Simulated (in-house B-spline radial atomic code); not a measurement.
Radial electron density of Pr IX (Pr8+), [Kr] 4d10 5s2 5p2 8d1. Computed with an all-electron radial atomic-structure program (B-spline basis): Dirac-Hartree-Fock, average of configuration, Fermi nucleus of rms radius 4.8919 fm.

Columns: r (bohr), 4πr²n(r) (electrons per bohr), bar.

```
0.000877    2.397 #
 0.00111     3.57 ##
 0.00141    5.308 ##
 0.00179     7.81 ###
 0.00227    11.33 #####
 0.00288    16.21 #######
 0.00365     22.7 ##########
 0.00463    31.07 #############
 0.00588     41.3 ##################
 0.00745    52.67 #######################
 0.00946    64.15 ############################
   0.012    73.61 ################################
  0.0152    78.81 ##################################
  0.0193    78.47 ##################################
  0.0245    73.78 ################################
   0.031    69.62 ##############################
  0.0394    72.36 ###############################
  0.0499     84.3 #####################################
  0.0633    98.41 ###########################################
  0.0803    101.3 ############################################
   0.102    88.71 #######################################
   0.129    76.16 #################################
   0.164    80.18 ###################################
   0.208    88.84 #######################################
   0.264    74.58 ################################
   0.335    44.22 ###################
   0.424    31.54 ##############
   0.538    36.76 ################
   0.683    33.05 ##############
   0.866    18.87 ########
     1.1    9.143 ####
    1.39    5.231 ##
    1.77    2.285 #
    2.24   0.6014 
    2.84   0.1009 
     3.6  0.03277 
    4.57   0.1165 
     5.8  0.01456 
    7.36   0.2603 
    9.33   0.1124 
    11.8 0.006623 
      15 4.312e-05 
      19 2.189e-08 
    24.1 2.638e-13
```

On this grid the curve has 6 maxima, near 0.0152, 0.0803, 0.208, 0.538, 4.57, 7.36 bohr.

The 8d5/2 radial function P(r) = rR(r), positive near the nucleus, with its small component Q(r) (sign convention: Q ≈ (P' + κP/r)/2c):

```
r (bohr)          P           Q
   0.012  0.0007769  -5.469e-05
  0.0193   0.002773  -0.0001929
   0.031   0.009097  -0.0006233
  0.0499    0.02639   -0.001779
  0.0803    0.06232   -0.004154
   0.129     0.1044   -0.007148
   0.208    0.08479   -0.007495
   0.335   -0.06089   -0.002119
   0.538      -0.16    0.003908
   0.866    0.06556    0.002164
    1.39     0.2162   -0.002814
    2.24    -0.2551   4.646e-05
     3.6     0.1722    0.001261
     5.8     -0.116   -0.001355
    9.33    -0.3371    0.000915
      15  -0.006668   2.571e-05
```
